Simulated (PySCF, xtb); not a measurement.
N-methyl-N-silylethenamine (C₃H₉NSi), SMILES [SiH3]N(C)C=C.

GFN2-xTB run with xtb 6.7.1 at its own geometry gives an orbital gap of 4.35 eV and a dipole moment of 1.15 D.

The structure is a stationary point at B3LYP-D3(BJ)/def2-SVP. Other conformers were not sampled.

Question: What does PySCF with PBE/def2-TZVP give? (An estimate is asked for; the answer gives what the named calculation found.)

Answer: gap 4.45 eV (levels -4.87 and -0.42 eV), dipole 1.43 D.
